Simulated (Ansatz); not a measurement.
`F[Si]N([SiH3])[SiH3]` + H₂S → `[SiH3]N([SiH3])[Si]S` + H–F  (ligand exchange at the Si–F bond)

Isolated molecules relaxed with PBE0-D4/def2-TZVP in Ansatz; ΔE leaves out vibrations. CCSD(T)/CBS is the MP2 limit (def2-TZVPP, def2-QZVPP) plus CCSD(T) − MP2 in def2-TZVPP, frozen cores. This one scheme is used for every species. Functionals use def2-TZVPP. Each species was taken in one conformer, which may not be the lowest.

CCSD(T)/CBS gives +85.0 kJ/mol.

Task: Another level gave +102.6 kJ/mol. Which?
A. PBE0/def2-TZVPP
B. CAM-B3LYP/def2-TZVPP
C. revPBE-D4/def2-TZVPP
D. CAM-B3LYP-D4/def2-TZVPP

Result: D. CAM-B3LYP-D4 102.6, PBE0 82.3, CAM-B3LYP 110.1, revPBE-D4 66.7 kJ/mol.

Task: What do rigid-rotor, harmonic-oscillator terms from PBE0-D4/def2-TZVP frequencies (298.15 K, 1 bar) make of the CCSD(T)/CBS value? (Estimate.)

Result: Computed: ΔZPE = +3.2 kJ/mol, ΔH = +89.5 kJ/mol, ΔS = -6 J/(mol·K), ΔG = +91.2 kJ/mol. Modes under 50 cm⁻¹ make the entropy rough.

Largest T1 diagnostic among the species: 0.014.

At CCSD(T), def2-SVP lies +11.8 kJ/mol from the extrapolated value and def2-TZVPP +3.6 kJ/mol. Leaving LDA and LC-ωPBE aside and taking each functional with its dispersion term where it has one, the values spread over 35.9 kJ/mol, from revPBE-D4 to CAM-B3LYP-D4. LDA lies −4.8 kJ/mol from PBE without D4. The D4 term adds −12.9 kJ/mol with B3LYP and −7.0 kJ/mol with PBE0; it sums over pairs of atoms, weighted by their polarisabilities, and B3LYP, whose exchange is more repulsive, gets the larger term.

B3LYP here is the variant with VWN-RPA as its local correlation; programs differ in this.
